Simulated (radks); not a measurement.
Species: the promethium ion Pm39+. Configuration: [Ar] 3d4.

Calculated with a radial shooting solver on a logarithmic mesh with Libxc functionals: scalar-relativistic Kohn-Sham, LDA (Slater exchange, VWN5 correlation), spin-polarised, spherical densities, finite nucleus; open shells are filled with parallel spins first (spin-orbit coupling, left out, can overturn this in heavy ions); Fermi nuclear charge, rms radius 4.962 fm.

Energy parts (eV):
| part | energy |
|---|---|
| total | -240828.92 |
| kinetic | 258655.72 |
| electron-nucleus | -536820.57 |
| Hartree | 41428.45 |
| exchange-correlation | -4092.52 |

Orbitals (lengths in bohr, moments of r in powers of bohr; r(90%) holds 90 % of the orbital's charge):
| orbital | occ. | eigenvalue (eV) | r(90%) | <r> | <r^2> |
|---|---|---|---|---|---|
| 1s up | 1 | -47033.20 | 0.0419 | 0.02320 | 0.0007327 |
| 1s down | 1 | -47032.71 | 0.0419 | 0.02320 | 0.0007326 |
| 2s up | 1 | -9329.851 | 0.152 | 0.09847 | 0.01143 |
| 2s down | 1 | -9313.285 | 0.152 | 0.09838 | 0.01141 |
| 2p up | 3 | -8561.662 | 0.141 | 0.08657 | 0.009129 |
| 2p down | 3 | -8548.580 | 0.140 | 0.08646 | 0.009105 |
| 3s up | 1 | -3359.658 | 0.359 | 0.2464 | 0.06918 |
| 3s down | 1 | -3341.912 | 0.360 | 0.2470 | 0.06948 |
| 3p up | 3 | -3120.946 | 0.358 | 0.2414 | 0.06730 |
| 3p down | 3 | -3102.779 | 0.359 | 0.2421 | 0.06766 |
| 3d up | 4 | -2833.327 | 0.330 | 0.2150 | 0.05358 |
| 3d down | 0 | -2810.981 | 0.331 | 0.2157 | 0.05398 |

The highest occupied level is 3d up at -2833.3 eV. Spin moment in Bohr magnetons: 4. The electron density at the nucleus is 5.109e+05 e/bohr^3 (large components only).
